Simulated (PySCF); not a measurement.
Molecule: SMILES CC(C)/C=C/C#N, C₆H₉N.

Bonds (- single, = double, # triple, : aromatic): C1-C2, C2-C3, C2-C4, C4=C5, C5-C6, C6#N7. C1 carries H8, H9, H10; C2 carries H11; C3 carries H12, H13, H14; C4 carries H15; C5 carries H16. Stereochemistry as in CC(C)/C=C/C#N.

Frames of a GFN2-xTB Langevin trajectory at 300 K; GIAO PBE0/pcSseg-1 shieldings in PySCF 2.14, gas phase, non-relativistic; equivalent atoms averaged within each frame.

Referencing at the same level of theory: TMS for 13C (σref 186.93) and 1H (σref 31.72); 15N (σref 267.73) against NH3. The references are static minima.

**Question.** How do the shifts (ppm) fluctuate along the trajectory?

**Answer.** 
```tsv
time (fs)	C4	C6	C5	C2	C1/C3	N7	H15	H16	H11	H8/H9/H10/H12/H13/H14
250	178.2	124.9	103.7	37.4	27.7	320.8	7.47	5.32	3.06	1.31
425	173.0	119.6	111.0	37.2	21.1	316.0	7.62	5.95	1.42	0.81
625	174.3	123.0	105.0	40.1	27.8	325.3	6.56	4.75	3.86	1.16
800	175.3	120.2	108.4	30.1	29.7	315.8	6.98	5.25	2.21	1.40
1000	169.5	124.7	106.9	36.0	26.2	319.3	7.15	5.11	2.81	1.27
mean of frames	174.1	122.5	107.0	36.2	26.5	319.4	7.15	5.28	2.67	1.19
standard deviation	3.2	2.5	2.9	3.7	3.3	3.9	0.42	0.44	0.92	0.23
```

5 frames give an uncertainty of the mean of about the standard deviation over 2.2 at best, since frames this close in time may not be independent; classical motion lacks zero-point vibration, and the reference would need the same averaging.
